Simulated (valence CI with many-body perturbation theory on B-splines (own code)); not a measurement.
Values are calculated unless marked as measured or tabulated.
**Rb15+: what the settings do**

Method: configuration interaction combined with many-body perturbation theory (CI+MBPT): four valence electrons over a frozen Dirac-Fock core [Ar], radial functions for each j: 6 s, 6 p, 5 d, 5 f, 1 g, with the one-electron correlation potential Σ1, the two-electron term Σ2, the three-electron term Σ3, Breit, model QED; selected CI, second order for the rest, scaled by the run's own slope (own B-spline code, finite nucleus).

No measured levels were compared; by estimate terms of the open shell hold to 2 to 4 % of their energy, and close levels can change places. Only levels of the ground parity were solved; by the run's estimate the other parity begins above the list, which can be wrong where configurations are misplaced.

The reference run has the lowest level 3d⁴ ⁵D_0 and an ionisation energy of 549.968 eV. Its largest variational space holds 7936 state functions.

Names give the largest LS component (configuration and term), which can be under half, so a name can repeat, a term be missing and a line seem to break the LS rules; names also repeat where a configuration has a term twice.

Changed runs:
A. shift of the energy in Σ1 (hartree) 0 → 2.006; box radius (bohr) 7.163 → 5.44
B. correlating orbitals by l 3 3 3 3 1 → 1 1 2 2 0; scale of Σ1 1 → 0.8
C. size limit of the variational space 10000 → 1500; scale of Σ1 1 → 0; scale of Σ2 1 → 0; three-electron term on → off
D. box radius (bohr) 7.163 → 1.63 (bad on purpose)

Excitation energies of the reference run in cm⁻¹, and shifts in cm⁻¹:

```
                 Level  Reference       A       B       C       D
              3d⁴ ⁵D_1       3087     +10     -38    -291    +8.8
              3d⁴ ⁵D_2       7416     +22     -68    -560     +11
              3d⁴ ⁵D_3      12177     +32     -83    -767     +13
              3d⁴ ⁵D_4      17029     +40     -85    -909     +15
              3d⁴ ³P_0      52830     +22    +513   +1877     -66
              3d⁴ ³H_4      58755     +30    +619   +1089     -53
              3d⁴ ³P_1      65470     +49    +535    +954     -65
              3d⁴ ³H_5      65604     +49    +599    +318     -49
              3d⁴ ³F_3      68173     +42    +606   +1863     -60
              3d⁴ ³H_6      69661     +57    +601     -35     -47
              3d⁴ ³F_2      70093     +48    +594   +1468     -61
              3d⁴ ³F_4      73644     +62    +551    +972     -49
Ionisation energy (eV)    549.968  +0.485  -0.520  -8.552  -0.077
```
